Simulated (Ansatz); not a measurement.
A nudged elastic band was laid between two geometries of CH8GeN2 (12 atoms, charge 0, multiplicity 1).

Method: Ansatz, RKS CAM-B3LYP-D4/def2-SVP.

```yaml
movable_images: 7
climbing_image: yes
spring: 5.0 eV/Å²
optimiser: quadratic models (default)
start_path: IDPP
force_threshold: 0.05 eV/Å
iteration_limit: 52
end_points: relaxed
```

Initial state:

```xyz
12
Properties=species:S:1:pos:R:3
C -0.752 1.307 -0.728
Ge 0.404 -0.164 -0.212
N 1.311 0.254 1.319
N -0.706 -1.599 0.086
H -1.307 1.075 -1.649
H -1.479 1.514 0.071
H -0.153 2.212 -0.900
H 1.506 -0.417 -1.265
H 2.201 -0.215 1.455
H 0.770 0.204 2.179
H -1.457 -1.733 -0.586
H -0.259 -2.494 0.266
```

Final state:

```xyz
12
Properties=species:S:1:pos:R:3
C -0.430 1.535 -0.517
Ge 0.258 -0.268 -0.308
N 1.136 -0.292 1.306
N -1.120 -1.469 -0.289
H -1.000 1.613 -1.453
H -1.097 1.783 0.321
H 0.385 2.273 -0.541
H 1.130 -0.687 -1.515
H 1.721 0.514 1.510
H 1.651 -1.139 1.533
H -0.894 -2.414 -0.583
H -1.662 -1.504 0.570
```

(1) What changes between the two ends?

(2) Give the energies along the band, and the barrier.

(3) What is the geometry of the highest image?

(4) What are the harmonic wavenumbers there?

Results:

(1) No bond is made or broken. The dihedral H8–Ge2–N4–H11 goes from -81 to 34°. The two ends are copies of one structure, up to a mirror image or an exchange of like atoms.

(2) The forces met the threshold. The highest image is number 4 of 0 to 8, 9.4 kJ/mol above the ends, which have the same energy within 2 meV. A vibrational analysis at the climbing image gives one clearly imaginary mode, 166i cm⁻¹: a first-order saddle point.

| image | path coordinate (Å) | energy (kJ/mol) | dihedral H8–Ge2–N4–H11 (°) |
| --- | --- | --- | --- |
| 0 | 0.00 | 0.0 | -81 |
| 1 | 0.54 | 1.3 | -87 |
| 2 | 1.08 | 4.1 | -88 |
| 3 | 1.61 | 7.6 | -77 |
| 4 | 2.15 | 9.4 | -60 |
| 5 | 2.69 | 7.6 | -40 |
| 6 | 3.23 | 4.0 | -17 |
| 7 | 3.78 | 1.2 | 9 |
| 8 | 4.32 | 0.0 | 34 |

(3) 
```xyz
12
Properties=species:S:1:pos:R:3:forces:R:3
C -0.514 1.446 -0.663 -0.01 0.00 0.01
Ge 0.292 -0.257 -0.205 -0.02 0.04 -0.01
N 1.141 -0.077 1.412 0.02 -0.02 -0.01
N -1.053 -1.470 0.093 0.02 -0.02 -0.01
H -1.086 1.373 -1.600 0.00 0.00 0.00
H -1.194 1.751 0.145 0.00 0.00 0.00
H 0.253 2.223 -0.794 0.00 0.00 0.00
H 1.258 -0.705 -1.340 0.00 -0.01 0.02
H 1.890 0.611 1.422 0.00 -0.01 0.00
H 1.499 -0.940 1.814 0.00 0.02 0.00
H -1.655 -1.639 -0.709 0.01 0.00 0.01
H -0.754 -2.371 0.459 -0.01 0.01 -0.01
```

(4) 166i, 102, 131, 184, 225, 267, 496, 541, 619, 690, 697, 709, 746, 785, 867, 882, 918, 1273, 1442, 1443, 1551, 1569, 2062, 3065, 3160, 3175, 3557, 3557, 3645, 3645 cm⁻¹.

Time of the run: 4.1 min on 2 threads of Arm Neoverse V1, on a shared host, peak memory 0.34 GiB.
